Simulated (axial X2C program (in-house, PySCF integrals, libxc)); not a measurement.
## Density and ELF of CaI⁻

Calculated with an axial X2C code built on PySCF integrals. Two-component (2c) means X2C with spin–orbit coupling and atomic mean-field two-electron Coulomb and Gaunt terms. Basis: I dyall-acv3z [12s13p9d5f1g], Ca dyall-acv3z [12s13p7d5f] (cores contracted in-house); Gaussian nuclei, density fitting, unrestricted open shells. Masses: I 126.904 u, Ca 39.963 u.

PBE0, 2c, state Ω = 0 (closed shell); I at z = 0, Ca at z = 3.012 Å.

The maps cover the half plane through the axis: z from -2.4 to 5.4 Å along the bond, ρ from 0.15 to 2.25 Å away from it (steps of 0.3 Å, the bottom row nearest the axis).

log10 of the density in e/bohr³:

digits 0 to 9 span -3.98 to 1.84 evenly
```
000111222222111122222222111
001122222222222222222222211
011223333333222222222222221
112233444443332233333322222
122334445444333334443332222
122344555554433345554332222
123345577755443456665433222
123345689865444466976533222
```

Electron localisation function (collinear form, no current term, damped to 0 at low density):

digits 0 to 9 span 0.00 to 1.00 evenly
```
000012333321000136899999997
001234555543100124689999999
002356777765310011235799999
013567787777531000001258999
124678766677741002321015999
135777522247750047875102799
135775257525750288688400599
246774467644750481818600499
```

One determinant describes the state; a PBE0 search over occupations chose it and may have missed a lower one. The highest occupied level of some functionals is positive through self-interaction error; at Hartree–Fock it is bound.
